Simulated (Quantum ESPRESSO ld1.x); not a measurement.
Task: All-electron atom: Kr XXIII in [Ne] 3s2 3p2 (the NIST ground configuration). All-electron calculation, non-relativistic Kohn-Sham, LDA (Slater exchange, Perdew-Zunger correlation), spin-polarised, spherical densities, point nucleus; open shells are filled with parallel spins first. Program: ld1.x of Quantum ESPRESSO 7.5. Some entries of the table are withheld. Estimate them.

orbital,occ.,eigenvalue (eV),<1/r> (bohr^-1),<r^2> (bohr^2)
1s up,1,-14850.5,35.45,0.002418
1s down,1,-14847.7,35.46,0.002417
2s up,1,(1),7.980,0.04044
2s down,1,(2),7.985,0.04036
2p up,3,-2579.65,7.953,0.03098
2p down,3,-2576.36,7.954,0.03094
3s up,1,(3),3.155,0.2421
3s down,1,(4),3.146,0.2432
3p up,2,-963.333,3.101,(5)
3p down,0,-953.687,3.095,(6)

Result: 
(1) 2s up eigenvalue (eV): -2740.75
(2) 2s down eigenvalue (eV): -2737.95
(3) 3s up eigenvalue (eV): -1018.23
(4) 3s down eigenvalue (eV): -1008.67
(5) 3p up <r^2> (bohr^2): 0.2291
(6) 3p down <r^2> (bohr^2): 0.2302
